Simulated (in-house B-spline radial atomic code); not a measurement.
The numbers below are computed, except where a source is named.
## Weak and strong correlation along the adiabatic connection

Two-electron singlets in several external potentials (atomic units), by full CI in B-splines with partial waves to l = 8 (correlation energies up to 0.6 % small). The repulsion is scaled by λ at fixed density; W(λ) is the mean repulsion less the Hartree energy, W(0) = E_x, and the area under W from 0 to 1 is E_xc.

Relative drop (W(λ) − E_x)/E_x:

```
                             system  λ = 0.12  λ = 0.25  λ = 0.4  λ = 0.6  λ = 0.8   λ = 1
    ω²r²/2 − Z/r, ω = 0.0444, Z = 1    0.0291    0.0565   0.0837   0.1141   0.1393  0.1603
    ω²r²/2 − Z/r, ω = 0.831, Z = -1    0.0226    0.0445   0.0671   0.0931   0.1154  0.1345
−V exp(−r²/w²), V = 29.1, w = 0.911    0.0057    0.0117   0.0183   0.0269   0.0351  0.0429
 −V exp(−r²/w²), V = 14.5, w = 1.75    0.0092    0.0188   0.0293   0.0424   0.0546  0.0660
                     −Z/r, Z = 1.55    0.0155    0.0310   0.0475   0.0673   0.0852  0.1012
    ω²r²/2 − Z/r, ω = 0.0163, Z = 1    0.0343    0.0656   0.0959   0.1287   0.1551  0.1768
                     −Z/r, Z = 7.25    0.0026    0.0053   0.0085   0.0126   0.0166  0.0206
```

**Question.** Order the systems by how far second-order (GL2) theory, half the initial slope (estimated from the first points of each curve), overshoots the correlation energy, least first.
A. ω²r²/2 − Z/r, ω = 0.0444, Z = 1
B. ω²r²/2 − Z/r, ω = 0.0163, Z = 1
C. −V exp(−r²/w²), V = 14.5, w = 1.75
D. −Z/r, Z = 7.25
E. −Z/r, Z = 1.55
F. ω²r²/2 − Z/r, ω = 0.831, Z = -1
G. −V exp(−r²/w²), V = 29.1, w = 0.911

**Answer.** D (GL2/E_c = 1.04), G (GL2/E_c = 1.08), C (GL2/E_c = 1.13), E (GL2/E_c = 1.21), F (GL2/E_c = 1.30), A (GL2/E_c = 1.39), B (GL2/E_c = 1.47).

**Question.** What else changes along this order?

**Answer.** The ratio follows the bend of the curve. With it the leading natural occupation goes from 1.999 to 1.898 and −T_c/E_c from 0.97 to 0.68 between the first and the last.
